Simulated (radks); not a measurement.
Question: All-electron atom: Se7+ in [Ar] 3d8 5s1 (not the ground configuration). All-electron calculation, Dirac Kohn-Sham, LDA (Slater exchange, Perdew-Wang correlation), spin-unpolarised, spherical densities, finite nucleus; open shells fill j = l - 1/2 first; Fermi nuclear charge, rms radius 4.14 fm. Program: a radial shooting solver on a logarithmic mesh with Libxc functionals. Some entries of the table are withheld. Estimate them.

| orbital | occ. | eigenvalue (hartree) | <r^2> (bohr^2) | <r> (bohr) |
|---|---|---|---|---|
| 1s1/2 | 2 | -464.2160 | 0.002623 | 0.04414 |
| 2s1/2 | 2 | -64.55199 | 0.04530 | 0.1959 |
| 2p1/2 | 2 | -58.54599 | 0.03488 | 0.1686 |
| 2p3/2 | 4 | -57.01351 | 0.03633 | 0.1723 |
| 3s1/2 | 2 | (1) | (2) | 0.5623 |
| 3p1/2 | 2 | (3) | 0.3719 | 0.5645 |
| 3p3/2 | 4 | (4) | 0.3840 | 0.5739 |
| 3d3/2 | 4 | (5) | 0.3964 | 0.5718 |
| 3d5/2 | 4 | (6) | 0.4005 | 0.5749 |
| 5s1/2 | 1 | -2.21427 | 7.486 | 2.591 |

Answer: 
(1) 3s1/2 eigenvalue (hartree): -13.02603
(2) 3s1/2 <r^2> (bohr^2): 0.3628
(3) 3p1/2 eigenvalue (hartree): -10.95766
(4) 3p3/2 eigenvalue (hartree): -10.72675
(5) 3d3/2 eigenvalue (hartree): -7.14353
(6) 3d5/2 eigenvalue (hartree): -7.10532
